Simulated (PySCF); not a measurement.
Order these species by their calculated properties.

Each SMILES stands for a single optimised conformer of the isolated species, non-relativistic unless stated. Electronic properties by PySCF.

The conformers computed, where there is a choice (atom-mapped SMILES and torsion angles):
- `[CH2:1]=[CH:2][S:3][S:4]/[C:5](=[C:6]/[F:7])[O:8][CH3:9]`: C1–C2–S3–S4 171°, C2–S3–S4–C5 88°, S3–S4–C5–C6 5°, S4–C5–O8–C9 -48°
- `[CH3:1][CH2:2][NH:3][CH:4][O-:5]`: C1–C2–N3–C4 -65°, C2–N3–C4–O5 79°
- `[CH3:1][C:2]1[CH2:3][C@@H:4]1[c:5]1[cH:6][n:7][s:8][n:9]1`: C3–C4–C5–C6 -44°
- `[CH2+:1][C:2]([CH3:3])[CH2:4][O:5][CH2:6][O:7][CH3:8]`: C1–C2–C4–O5 -179°, C2–C4–O5–C6 179°, C4–O5–C6–O7 3°, O5–C6–O7–C8 179°
- `[CH3:1][C:2](=[O:3])/[N:4]=[CH:5]\[C:6]([F:7])[O:8][CH:9]=[O:10]`: C1–C2–N4–C5 130°, N4–C5–C6–F7 180°, C5–C6–O8–C9 152°, C6–O8–C9–O10 0°
- `[H]/[C:1]=[CH:2]\[C:3]1([CH2:4][Cl:5])[CH2:6][CH2:7][CH2:8]1`: C1–C2–C3–C4 -104°, C2–C3–C4–Cl5 -63°
- `[CH2:1][C:2](=[O:3])/[N:4]=[CH:5]\[C@@H:6]([F:7])[O:8][CH:9]=[O:10]`: C1–C2–N4–C5 -125°, N4–C5–C6–F7 169°, C5–C6–O8–C9 123°, C6–O8–C9–O10 3°

Question: Rank by isotropic g value, highest first (unrestricted B3LYP/pcH-1, mean-field spin–orbit at GFN2-xTB geometries).
A. `[H]/[C]=C\C1(CCl)CCC1` [radical]
B. `C=CSS/C(=[C]/F)OC` [radical]
C. `[CH2+][C](C)COCOC` [radical]
D. `CCN[CH][O-]` [radical]
E. `CC(=O)/N=C\[C](F)OC=O` [radical]
F. `C[C]1C[C@@H]1C1=NSN=C1` [radical]

Answer: C (2.00506), E (2.00406), D (2.00347), B (2.00280), F (2.00252), A (2.00237).

By how much do the two ends of that ranking differ?

By 0.00269, between `[CH2+][C](C)COCOC` [charge +1 and doublet state] and `[H]/[C]=C\C1(CCl)CCC1` [doublet state].

Question: Rank by smallest rotational constant, highest first (GFN2-xTB).
A. `C=CSS/C(=[C]/F)OC` [radical]
B. `[CH2+][C](F)F` [radical]
C. `[CH2]C(=O)/N=C\[C@@H](F)OC=O` [radical]
D. `C(Cl)C1(/C=[C]\[H])CCC1` [radical]

Answer: B (5.387 GHz), D (1.037 GHz), C (0.837 GHz), A (0.626 GHz).
